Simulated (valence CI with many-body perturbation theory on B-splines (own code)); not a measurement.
The numbers below are computed, except where a source is named.
## Pt5+: what the settings do

Method: valence CI with perturbative core correlation (CI+MBPT): five valence electrons over a frozen Dirac-Fock core [Xe] 4f14, radial functions for each j: 6 s, 6 p, 5 d, 5 f, 1 g, with the one-electron correlation potential Σ1 (screened to all orders), the two-electron term Σ2, the three-electron term Σ3, Breit, model QED; selected single and double excitations, second order for the rest (own B-spline code, finite nucleus).

No measured levels were compared; by estimate terms of the open shell hold to 2 to 4 % of their energy, and close levels can change places; different configurations can be misplaced against each other by 1,000 to 8,000 cm⁻¹. Among the levels kept, up to 530 cm⁻¹ of a level comes from second order outside the variational space, and about a tenth of that is noise between levels of different J, which matters for small intervals. Only levels of the ground parity were solved; by the run's estimate the other parity begins above the list, which can be wrong where configurations are misplaced.

The reference run has the lowest level 5d⁵ ⁶S_5/2 and an ionisation energy of 75.1309 eV. Its largest variational space holds 10000 state functions.

Names give the largest LS component (configuration and term), which can be under half, so a name can repeat, a term be missing and a line seem to break the LS rules; names also repeat where a configuration has a term twice. Letters in brackets count levels of one name in rising energy.

Changed runs:
A. natural orbitals for correlation on → off
B. three-electron term on → off
C. hole-hole ladder in Σ2 on → off; QED terms on → off
D. scale of Σ1 1 → 0 (bad on purpose)

Excitation energies of the reference run in cm⁻¹, and shifts in cm⁻¹:

| Level | Reference | A | B | C | D |
| --- | --- | --- | --- | --- | --- |
| 5d⁵ ⁴G_5/2 [a] | 18527 | +2185 | +204 | +693 | +340 |
| 5d⁵ ⁴G_7/2 | 25192 | +1969 | +151 | +172 | -204 |
| 5d⁵ ⁴D_3/2 [a] | 26282 | +2219 | +185 | +1013 | -172 |
| 5d⁵ ⁴G_11/2 | 26825 | +1872 | +195 | -153 | -308 |
| 5d⁵ ⁴G_5/2 [b] | 27555 | +1871 | +162 | +431 | -447 |
| 5d⁵ ⁴G_9/2 | 28117 | +1845 | +154 | -76 | -445 |
| 5d⁵ ⁴P_1/2 | 30308 | +2251 | +156 | +1146 | -424 |
| 5d⁵ ⁴D_7/2 | 34209 | +2143 | +96 | +382 | -711 |
| 5d⁵ ²D_5/2 | 36298 | +2580 | +98 | +1071 | -594 |
| 5d⁵ ²I_11/2 | 39504 | +2265 | +292 | -584 | -765 |
| 5d⁵ ⁴D_1/2 | 39543 | +2222 | +117 | +922 | -1035 |
| 5d⁵ ⁴D_3/2 [b] | 40894 | +2467 | +107 | +1228 | -972 |
| Ionisation energy (eV) | 75.1309 | +0.0176 | +0.0267 | -0.0532 | -1.3127 |
